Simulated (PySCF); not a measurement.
SbFBr₂, SMILES [F][Sb]([Br])[Br].

The structure is a stationary point at PBE0-D3(BJ)/def2-SVP. The def2 effective core potentials stand for the cores of Sb; spin–orbit coupling is left out.

All values below come from TDDFT-B3LYP/def2-SVPD (PySCF 2.14.0).

Vertical excitations. Gas-phase values at a fixed geometry. State labels are in the subgroup Cs.

```json
[
 {"state": "S1", "symmetry": "A\"", "energy (eV)": "4.83", "λ (nm)": "257", "f": "0.002", "main pairs": "HOMO−1→LUMO 79 %, HOMO→LUMO+1 16 %"},
 {"state": "S2", "symmetry": "A'", "energy (eV)": "4.90", "λ (nm)": "253", "f": "0.038", "main pairs": "HOMO→LUMO 94 %"},
 {"state": "S3", "symmetry": "A\"", "energy (eV)": "4.97", "λ (nm)": "250", "f": "0.000", "main pairs": "HOMO−2→LUMO 93 %"},
 {"state": "S4", "symmetry": "A'", "energy (eV)": "4.99", "λ (nm)": "249", "f": "0.004", "main pairs": "HOMO−1→LUMO+1 96 %"},
 {"state": "S5", "symmetry": "A'", "energy (eV)": "5.18", "λ (nm)": "239", "f": "0.005", "main pairs": "HOMO−2→LUMO+1 88 %"},
 {"state": "S6", "symmetry": "A\"", "energy (eV)": "5.21", "λ (nm)": "238", "f": "0.031", "main pairs": "HOMO→LUMO+1 42 %, HOMO−1→LUMO+2 28 %, HOMO−2→LUMO+2 13 %, HOMO−1→LUMO 9 %"},
 {"state": "S7", "symmetry": "A'", "energy (eV)": "5.31", "λ (nm)": "233", "f": "0.004", "main pairs": "HOMO−3→LUMO 58 %, HOMO→LUMO+2 29 %"},
 {"state": "S8", "symmetry": "A'", "energy (eV)": "5.34", "λ (nm)": "232", "f": "0.013", "main pairs": "HOMO→LUMO+2 69 %, HOMO−3→LUMO 28 %"},
 {"state": "S9", "symmetry": "A\"", "energy (eV)": "5.34", "λ (nm)": "232", "f": "0.015", "main pairs": "HOMO−1→LUMO+2 66 %, HOMO−2→LUMO+2 12 %, HOMO→LUMO+1 11 %"},
 {"state": "S10", "symmetry": "A\"", "energy (eV)": "5.54", "λ (nm)": "224", "f": "0.002", "main pairs": "HOMO−3→LUMO+1 76 %, HOMO−2→LUMO+2 22 %"},
 {"state": "T1", "symmetry": "A'", "energy (eV)": "4.20", "λ (nm)": "295", "f": "0", "main pairs": "HOMO→LUMO 95 %"},
 {"state": "T2", "symmetry": "A\"", "energy (eV)": "4.33", "λ (nm)": "286", "f": "0", "main pairs": "HOMO→LUMO+1 84 %"},
 {"state": "T3", "symmetry": "A\"", "energy (eV)": "4.46", "λ (nm)": "278", "f": "0", "main pairs": "HOMO−1→LUMO 82 %"},
 {"state": "T4", "symmetry": "A\"", "energy (eV)": "4.69", "λ (nm)": "265", "f": "0", "main pairs": "HOMO−2→LUMO 81 %"}
]
```
Triplets are in the Tamm–Dancoff approximation, which puts them higher than full response would, so one can lie above its singlet here.
